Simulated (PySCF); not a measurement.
C2H4BN3, SMILES NB1N=CC=N1.

Geometry optimised at B3LYP-D3(BJ)/def2-SVP. The structure was generated by enumeration, and PubChem lists no compound with its InChIKey, so it may never have been made. Other conformers were not sampled.

Level of theory: HF/def2-TZVP (PySCF).

Symmetry labels are those of the subgroup C2v that the program uses (full group C2v).

Q: List the valence orbital energies around the gap with their symmetry. (The exact figures need the calculation; the answer reports its results.)

A: 
```tsv
orbital	symmetry	energy (eV)
HOMO−7	B2	-18.49
HOMO−6	A1	-15.74
HOMO−5	B2	-15.44
HOMO−4	B1	-14.57
HOMO−3	B1	-11.80
HOMO−2	B2	-11.56
HOMO−1	A1	-11.52
HOMO	A2	-10.94
LUMO	B1	1.34
LUMO+1	A1	3.52
LUMO+2	A1	4.44
LUMO+3	A1	4.83
```
